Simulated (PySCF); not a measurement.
Species: C5H9F3P2.
SMILES: `CP(CCP)C(F)=C(F)F`

Torsions of this conformer, `[CH3:1][P:2]([CH2:3][CH2:4][PH2:5])[C:6]([F:7])=[C:8]([F:9])[F:10]`: C1–P2–C3–C4 66°, P2–C3–C4–P5 58°, C1–P2–C6–F7 50°, H–P5–C4–C3 43°, H–P5–C4–C3 -51°.

The closed-shell ground state was solved at several levels (PySCF, density fitting, gas phase, non-relativistic). Isolated species at its PBE0-D3(BJ)/def2-SVP geometry (one conformer only).

| level | basis functions | HOMO (eV) | LUMO (eV) | gap (eV) | dipole (D) |
| --- | --- | --- | --- | --- | --- |
| PBE0/pcSseg-1 | 229 | -7.11 | -0.09 | 7.02 | 1.02 |
| B3LYP/def2-SVPD | 289 | -6.87 | -0.46 | 6.41 | 1.30 |

(1) Estimate the row for KT3/pcSseg-1, a basis of 229 functions; the other rows only guide the guess.

(2) Over all these levels, which gives the widest orbital gap and which the narrowest?

(3) How far do the dipole and the HOMO energy spread over the levels?

## Answers

(1) HOMO -6.00 eV, LUMO -0.97 eV, gap 5.03 eV, dipole 0.91 D.

(2) PBE0/pcSseg-1 (global hybrid, 25 % exact exchange) has the widest, 7.02 eV, and KT3/pcSseg-1 (GGA) the narrowest, 5.03 eV. The two share the basis. From the narrowest to the widest the HOMO moves by -1.11 eV and the LUMO by +0.88 eV.

(3) The dipole runs from 0.91 to 1.30 D (mean 1.08 D) and the HOMO from -7.11 to -6.00 eV.
